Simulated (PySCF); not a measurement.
# Which is lower?

The two ends of one reaction step of BH$_{4}$O$_{2}$F, singlet (PBE0-D4/def2-TZVP).

A:

B1  (-0.292, -0.558, 0.311)
F2  (0.947, 2.151, -1.230)
O3  (-1.246, -1.157, -0.433)
O4  (-0.543, -0.353, 1.622)
H5  (0.900, 1.305, -0.855)
H6  (0.772, -0.235, -0.178)
H7  (-1.007, -1.271, -1.354)
H8  (0.172, 0.077, 2.092)
(Å)

B:

B1  (-0.706, 0.175, 0.167)
F2  (-0.468, 1.376, -0.389)
O3  (-1.188, -0.842, -0.583)
O4  (-0.472, -0.027, 1.484)
H5  (2.229, -0.084, -0.765)
H6  (2.085, -0.742, -0.443)
H7  (-1.315, -0.598, -1.502)
H8  (-0.131, 0.755, 1.924)
(Å)

Computed with PySCF 2.14 with density fitting (its default auxiliary sets; JK sets also for MP2 and CCSD(T)) (basis: def2-TZVPP); correlated methods freeze the cores. B3LYP uses VWN-RPA correlation.

Problem. Which structure is lower at CCSD(T), and by how much? (An estimate is asked for; the value comes from the calculation.)

Solution. The calculation gives: B, by 27.70 kcal/mol (electronic energy, against the other). By their contacts, A is a complex of BH₃O₂ ([OH][BH][OH]) + HF and B is a complex of BH₂O₂F ([OH][B]([OH])[F]) + H₂.

All methods give the same order:

```json
{"method": "SPW92", "E(B) − E(A) (kcal/mol)": "-25.69"}
{"method": "PBE-D4", "E(B) − E(A) (kcal/mol)": "-25.58"}
{"method": "r2SCAN-D4", "E(B) − E(A) (kcal/mol)": "-29.14"}
{"method": "PBE0-D4", "E(B) − E(A) (kcal/mol)": "-26.53"}
{"method": "B3LYP-D4", "E(B) − E(A) (kcal/mol)": "-27.66"}
{"method": "BHLYP-D4", "E(B) − E(A) (kcal/mol)": "-28.98"}
{"method": "wB97M-V", "E(B) − E(A) (kcal/mol)": "-28.22"}
{"method": "HF", "E(B) − E(A) (kcal/mol)": "-30.83"}
{"method": "MP2", "E(B) − E(A) (kcal/mol)": "-27.71"}
{"method": "CCSD", "E(B) − E(A) (kcal/mol)": "-27.87"}
{"method": "CCSD(T)", "E(B) − E(A) (kcal/mol)": "-27.70"}
```

No T1 diagnostic of these runs exceeds 0.012.

Labels in which every atom is bracketed show which atoms are joined, not bond orders.

For scale, one of the runs: CCSD(T)/def2-TZVPP, 180 basis functions, launched by `OMP_NUM_THREADS=4 python run.py`. Hardware: 4 CPU threads of an Arm Neoverse V2, shared host. Wall time 4.5 min; peak host memory 2 GiB.
